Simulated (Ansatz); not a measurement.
Geometry optimisation, Ansatz, UKS PBE-D4/def2-SVP.

The input (input.yaml):

```yaml
crystal:
  periodic: [false, false, false]
  atoms:
    - { symbol: Hf, position_ang: [-0.000387, 0.000647, -0.039123] }
    - { symbol: Cl, position_ang: [0.029022, -0.01586, 2.435505] }
    - { symbol: F, position_ang: [1.769806, 0.010321, -0.744228] }
    - { symbol: F, position_ang: [-0.902791, 1.549064, -0.686859] }
    - { symbol: F, position_ang: [-0.906677, -1.533429, -0.714855] }
    - { symbol: "N", position_ang: [0.382308, -0.245786, 5.338153] }
    - { symbol: H, position_ang: [-0.616995, -0.557153, 5.331593] }
    - { symbol: H, position_ang: [0.247613, 0.792195, 5.331914] }
magnetization:
  spin_polarized: true
  initial_magnetization: 1
basis:
  gaussian: { orbitals: def2-SVP }
hamiltonian:
  xc: pbe
  dispersion: d4
relax:
  f_tol: 0.03
  max_steps: 50
```

Launched with:

```bash
$ ansatz run input.yaml --threads 4 --pin off --max-ram 5120MiB --backend cpu --events-out ev --progress --plain --runs-dir out
```

Where does it end, and by what steps?

It converged. After 4 steps the energy has fallen by 0.095 eV; Cl2 moved furthest, 0.14 Å.

| step | energy less start (eV) | largest force component (eV/Å) | accepted |
| --- | --- | --- | --- |
| 0 | 0.0000 | 1.442 | yes |
| 1 | -0.0054 | 1.694 | yes |
| 2 | -0.0932 | 0.211 | yes |
| 3 | -0.0946 | 0.062 | yes |
| 4 | -0.0948 | 0.027 | yes |

```xyz
8
Properties=species:S:1:pos:R:3
Hf -0.003 0.002 -0.061
Cl 0.014 -0.005 2.300
F 1.781 0.010 -0.740
F -0.909 1.559 -0.694
F -0.912 -1.543 -0.715
N 0.382 -0.246 5.471
H -0.608 -0.563 5.345
H 0.256 0.786 5.346
```

Whether the end is a true minimum wasn't checked by a vibrational analysis.

Run time: 13 s on 4 threads of Arm Neoverse V2, with other jobs on the host, peak memory 0.21 GiB.
